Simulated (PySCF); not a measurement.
Structure problem from calculated spectra and properties.

Formula: C4HF5.

- 1H NMR: chemical shifts (computed TMS as zero) by class: 3.14 (1 H) ppm [GIAO HF/pcSseg-2]
- UV, strongest line: among the 10 lowest singlet transitions: S10 at 9.46 eV (131 nm, f = 0.578) [TDDFT B3LYP/def2-SVPD]
- Rotational structure: rotational constants A, B, C: 2.253, 1.510, 1.329 GHz [PBE0-D3(BJ)/def2-SVP]
- 13C NMR: chemical shifts (computed TMS as zero) by class: 110.1 (1 C), 97.6 (1 C), 89.5 (1 C), 71.6 (1 C) ppm [GIAO HF/pcSseg-2]
- Triplet: lowest triplet excitation (Tamm–Dancoff): 5.17 eV [TDA B3LYP/def2-SVPD]
- NMR, other nuclei: isotropic shieldings of nuclei other than C and H, by class: 312 (3 F), 334 (2 F) ppm [GIAO HF/pcSseg-2]

Gas-phase values; electronic properties from PySCF, density fitting. Levels stand in brackets. Isolated species at its PBE0-D3(BJ)/def2-SVP geometry, gas phase. Each NMR value is the plain mean over a class of atoms that symmetry, rotation or inversion makes alike.

Q: What is the compound? Reason from the data.

A: Numbering: `[CH:1]#[C:2][C:3]([F:4])([F:5])[C:6]([F:7])([F:8])[F:9]`. Its formula, C4HF5, gives 2 degrees of unsaturation: 0 rings and 2 π bonds in the structure found. 4 carbons fall into 4 classes; from least to most shielded: CF3 carbon [C6] (110.1 ppm), CF2 carbon [C3] (97.6 ppm), terminal alkyne carbon [C1] (89.5 ppm), alkyne carbon [C2] (71.6 ppm). The one hydrogen (3.14 ppm): alkyne hydrogen. The other shieldings belong to: 312 ppm, fluorine of a CF3 group [F7/F8/F9]; 334 ppm, fluorine of a CF2 group [F4/F5]. The optimised geometry has point group Cs and is an asymmetric top. Structure: `C#CC(F)(F)C(F)(F)F`. Computed isomers that give other values at the same levels: `FC=C=C(F)C(F)(F)F` (rotational constant A: 2.793 GHz; this holds for the one conformer computed). The assignments are read from this structure; whether some other isomer fits the data as well wasn't checked.

Shape of the structure used: `[CH:1]#[C:2][C:3]([F:4])([F:5])[C:6]([F:7])([F:8])[F:9]`: C2–C3–C6–F7 -59°.
